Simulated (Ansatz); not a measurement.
Ideal-gas functions of `O[SiH]1[NH][Zn][S]1` at 400 K and 1 bar, from an Ansatz frequency run at PBE0-D4/def2-TZVP.

Molar mass 158.57 g/mol, point group C1 (symmetry number 1), electronic degeneracy 1, moments of inertia 136.341, 280.695, 381.86 u Å². Harmonic wavenumbers (cm⁻¹, unscaled): 98, 172, 253, 288, 330, 342, 389, 481, 620, 743, 799, 813, 898, 920, 947, 2247, 3670, 3908.

Use S(trans) = R[1.5 ln M + 2.5 ln T − 1.1517]; rotational temperatures θ = 24.2544 K / I; S(rot) = R[ln(√π/σ · √(T³/θAθBθC)) + 1.5]; for each mode x = 1.438777 ν̃/T, S = R[x/(eˣ − 1) − ln(1 − e⁻ˣ)] and H = RT x/(eˣ − 1); 1 cm⁻¹ = 0.0119627 kJ/mol; R = 8.31446 J/(mol·K).

Task: By hand: the entropy, in J/(mol·K).

Result: Translation 178.1. Rotation: θ = 0.1779, 0.0864, 0.0635 K, giving 120.8. Vibration, mode by mode: 17.03, 12.44, 9.38, 8.38, 7.36, 7.10, 6.17, 4.72, 3.18, 2.24, 1.91, 1.84, 1.44, 1.35, 1.25, 0.02, 0.00, 0.00, in all 85.8. Electronic 0.0. Sum 384.7 J/(mol·K).

Task: By hand: H − E and G − E in kJ/mol, counted from the electronic energy.

Result: Zero-point energy ½ × 17918 × 0.0119627 = 107.2; thermal vibration 19.2; translation, rotation and pV give 4 RT = 13.3. H − E = 139.7 kJ/mol, and G − E = 139.7 − 400 × 384.7/1000 = -14.2 kJ/mol.

Vibration gives 22 % of the entropy, 17.0 J/(mol·K) of it from the mode under 150 cm⁻¹: soft modes count most, and the harmonic formula is weakest for them. The sum counts one conformer and one mirror image; others add a mixing term.
